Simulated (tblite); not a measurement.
Species: C₂H₈O₂Si₂.
Atom-mapped SMILES: `[CH2:1]=[CH:2][O:3][Si@H:4]([OH:5])[SiH3:6]` (hydrogens: H7, H8 on C1; H9 on C2; H10 on Si4; H11 on O5; H12, H13, H14 on Si6)

Computed with GFN2-xTB (tblite), gas phase: L-BFGS steps from a force-field or distance-geometry start until the largest atomic force falls under 0.01 eV/Å.

Step 49: E = -544.6172 eV
```
atom  x, y, z in Å  |  force x, y, z in eV/Å
C1      2.2695   -0.5771   -0.2599   -0.004  -0.018  -0.054
C2      1.8925    0.0121    0.8595   -0.003   0.008   0.022
O3      0.7348    0.6409    1.0815   -0.028   0.031   0.059
Si4    -0.6451    0.8629    0.2179    0.011   0.012   0.026
O5     -1.4758    1.8874    1.1657   -0.005   0.036   0.019
Si6    -1.9762   -1.0076    0.1063    0.031   0.040   0.012
H7      1.6309   -0.6108   -1.1231   -0.032   0.008  -0.030
H8      3.2377   -1.0309   -0.3383    0.020  -0.051  -0.001
H9      2.5350    0.0429    1.7320    0.039   0.006   0.025
H10    -0.2647    1.5746   -1.0124   -0.003  -0.030  -0.030
H11    -1.0300    2.6012    1.6188   -0.044  -0.029  -0.017
H12    -2.8696   -0.9598   -1.0551   -0.007   0.003  -0.022
H13    -1.2051   -2.2531   -0.0186    0.024  -0.006  -0.005
H14    -2.8344   -1.1832    1.2834    0.001  -0.010  -0.003
```

Step 50: E = -544.6181 eV
```
atom  x, y, z in Å  |  force x, y, z in eV/Å
C1      2.2623   -0.5828   -0.2596   -0.011  -0.013  -0.053
C2      1.8870    0.0092    0.8590    0.019   0.021   0.025
O3      0.7335    0.6452    1.0842   -0.016   0.014   0.028
Si4    -0.6462    0.8693    0.2194    0.005  -0.011   0.032
O5     -1.4756    1.8939    1.1676   -0.021   0.036   0.022
Si6    -1.9703   -1.0081    0.1074    0.040   0.047   0.009
H7      1.6242   -0.6165   -1.1234   -0.028   0.006  -0.030
H8      3.2305   -1.0386   -0.3354   -0.002  -0.047  -0.005
H9      2.5344    0.0384    1.7279    0.029   0.010   0.041
H10    -0.2691    1.5824   -1.0111    0.005  -0.033  -0.028
H11    -1.0313    2.6094    1.6192   -0.037  -0.027  -0.014
H12    -2.8621   -0.9679   -1.0556   -0.010   0.009  -0.021
H13    -1.1866   -2.2461   -0.0249    0.008   0.004   0.012
H14    -2.8313   -1.1885    1.2830    0.021  -0.015  -0.018
```

Q: Estimate the geometry and energy of step 51. (The exact step hangs on the optimiser's Hessian estimate; all steps are aligned on step 50, rigid shifts and turns removed.)

A: E = -544.6187 eV, largest force 0.052 eV/Å
```
atom  x, y, z in Å  |  force x, y, z in eV/Å
C1      2.2574   -0.5862   -0.2601   -0.012   0.000  -0.030
C2      1.8845    0.0074    0.8592    0.029   0.021   0.017
O3      0.7328    0.6466    1.0888    0.005   0.001  -0.002
Si4    -0.6462    0.8726    0.2221    0.003  -0.017   0.029
O5     -1.4767    1.8982    1.1679   -0.029   0.019   0.014
Si6    -1.9661   -1.0077    0.1084    0.034   0.039  -0.002
H7      1.6193   -0.6196   -1.1243   -0.018   0.004  -0.015
H8      3.2262   -1.0428   -0.3340   -0.030  -0.038  -0.013
H9      2.5367    0.0354    1.7252    0.007   0.013   0.035
H10    -0.2726    1.5833   -1.0115    0.012  -0.035  -0.014
H11    -1.0343    2.6145    1.6192   -0.026  -0.011  -0.004
H12    -2.8572   -0.9714   -1.0563   -0.003   0.012  -0.011
H13    -1.1746   -2.2413   -0.0299   -0.007   0.014   0.025
H14    -2.8297   -1.1898    1.2827    0.034  -0.022  -0.028
```

The energy changes by -0.0006 eV. The first-order estimate −F·Δx gives -0.0009 eV and the mean of the old and new forces, exact on a quadratic surface, -0.0006 eV. The step makes an angle of 76° with the force vector and moves no atom by more than 0.014 Å.

What follows is the cost of the whole relaxation. On one thread of an Arm Neoverse V1 (shared host), this took 0.7 s.
